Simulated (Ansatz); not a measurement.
`CC[Si](F)(F)Cl` and `F[Si](F)(Cl)I` differ in one atom or group.

Ansatz, PBE0-D4/def2-TZVP geometries, multiplicity 1. Each molecule was computed in one conformer, which needn't be the lowest.

Elements past krypton have def2 core potentials.  Spin–orbit coupling is left out; it splits and shifts lone-pair levels of the heavy atoms by tenths of an eV.

```
                                        property  `CC[Si](F)(F)Cl`
size of the dipole moment (B3LYP/def2-TZVPP) / D              2.38
               LUMO energy (PBE/def2-TZVPP) / eV             -0.08
               HOMO energy (PBE/def2-TZVPP) / eV             -7.84
           LUMO energy (ωB97M-V/def2-TZVPP) / eV              2.28
  zero-point energy (PBE0-D4/def2-TZVP) / kJ/mol             194.3
            HOMO–LUMO gap (PBE0/def2-TZVPP) / eV             10.01
```

(1) What does the change do to each property? (An estimate is asked.)

Answers

(1) Computed: 
```
                                        property  `F[Si](F)(Cl)I`   shift
size of the dipole moment (B3LYP/def2-TZVPP) / D             1.06   -1.32
               LUMO energy (PBE/def2-TZVPP) / eV            -1.89   -1.81
               HOMO energy (PBE/def2-TZVPP) / eV            -7.25    0.59
           LUMO energy (ωB97M-V/def2-TZVPP) / eV             0.98   -1.30
  zero-point energy (PBE0-D4/def2-TZVP) / kJ/mol             23.9  -170.4
            HOMO–LUMO gap (PBE0/def2-TZVPP) / eV             7.46   -2.55
```

With PBE0 the HOMO rises by 0.78 eV and the LUMO falls by 1.76 eV, so the gap narrows by about 2.54 eV. PBE moves the HOMO by 0.59 eV and ωB97M-V by 0.88 eV. The zero-point energy changes by -170.4 kJ/mol with -18 modes. Dipoles are sizes alone; their direction can turn.

B3LYP here is the variant with VWN-RPA as its local correlation; programs differ in this.
